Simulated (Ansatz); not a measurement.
Ansatz (a quantum-chemistry and plane-wave program) input (HF/3-21G): The .json file is the Basis Set Exchange's 3-21G.

Ansatz 0.2 input:
```yaml
crystal:
  periodic: [false, false, false]
  atoms:
    - {symbol: Zn, position_ang: [-0.33442170, -0.20905534, -0.26852208]}
    - {symbol: C, position_ang: [1.02130932, 0.63844590, 0.82005474]}
    - {symbol: H, position_ang: [1.58495068, -0.09073293, 1.39632761]}
    - {symbol: H, position_ang: [0.58585419, 1.34094586, 1.52599835]}
    - {symbol: H, position_ang: [1.73399024, 1.19077175, 0.21300795]}
basis:
  gaussian:
    orbitals: 3-21G.json
hamiltonian:
  xc: {name: HF}
magnetization: {spin_polarized: true, initial_magnetization: 1}
phonons: {temperatures: {t_min: 298.15, t_max: 298.15, t_step: 100}}
```

Question: Which harmonic wavenumbers does it give?

Answer: 581, 657, 657, 1377, 1607, 1607, 3167, 3228, 3228 cm⁻¹ (unscaled; negative means imaginary).
